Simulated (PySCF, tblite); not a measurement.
Isomers of C5H8OSi, one GFN2-xTB conformer each. Single-point energies are computed at PBE0/pcSseg-1 (PySCF, gas phase, no added dispersion term), electronic only.

**Question.** Rank them by PBE0/pcSseg-1 energy, lowest first (kcal/mol).
A. `[CH2:1]=[C:2]1[CH:3]=[CH:4][CH2:5][O:6][SiH2:7]1` with C1–C2–C3–C4 -179°, C3–C4–C5–O6 11°, C4–C5–O6–Si7 -29°, C5–O6–Si7–C2 29°
B. `[SiH3:1][CH2:2][c:3]1[cH:4][cH:5][o:6][cH:7]1` with Si1–C2–C3–C4 79°
C. `[CH2:1]=[C:2]1[CH2:3][CH:4]=[CH:5][SiH2:6][O:7]1` with C1–C2–C3–C4 -129°, C2–C3–C4–C5 -44°, C4–C5–Si6–O7 24°, C5–Si6–O7–C2 -17°
D. `[CH2:1]=[C:2]1[CH2:3][CH:4]=[CH:5][O:6][SiH2:7]1` with C1–C2–C3–C4 140°, C2–C3–C4–C5 28°, C4–C5–O6–Si7 -9°, C5–O6–Si7–C2 -5°

**Answer.** C (0.0), A (1.3), D (2.0), B (11.3).

As drawn, the lowest has an Si–O bond and a C=C bond outside aromatic rings, which the highest lacks; the highest has an aromatic ring, which the lowest lacks. Neighbours under 2.5 kcal/mol apart (C=C1CC=C[SiH2]O1 and C=C1C=CCO[SiH2]1; C=C1C=CCO[SiH2]1 and C=C1CC=CO[SiH2]1) can change places with a better method, another conformer or zero-point energy. GFN2-xTB itself gives, in the same order: 0.0, 3.8, 2.4, 9.8. Both levels put the same isomer lowest; measured from each level's own lowest isomer, the values differ by up to 2.5 kcal/mol (C=C1C=CCO[SiH2]1: 3.8 against 1.3).

**Question.** Which frontier levels, dipoles and rotational constants go with these structures?

**Answer.** 
```tsv
SMILES	HOMO (eV, PBE0/pcSseg-1)	LUMO (eV)	dipole (D)	A, B, C (MHz)
C=C1CC=C[SiH2]O1	-6.55	-0.50	1.85	3542, 2228, 1486
C=C1C=CCO[SiH2]1	-6.76	-0.97	1.32	3389, 2301, 1415
C=C1CC=CO[SiH2]1	-6.57	-0.36	1.27	3230, 2378, 1462
[SiH3]Cc1ccoc1	-6.44	0.35	0.75	5673, 1224, 1150
```

**Question.** What happens when harmonic zero-point energies from GFN2-xTB frequencies are added?

**Answer.** 
```
          SMILES  ZPE (kcal/mol)  electronic (kcal/mol)  with ZPE (kcal/mol)
C=C1CC=C[SiH2]O1            70.3                    0.0                  0.0
C=C1C=CCO[SiH2]1            70.2                    1.3                  1.2
C=C1CC=CO[SiH2]1            70.3                    2.0                  2.0
  [SiH3]Cc1ccoc1            68.9                   11.3                  9.9
```

The zero-point energies span 1.4 kcal/mol. The order is unchanged.
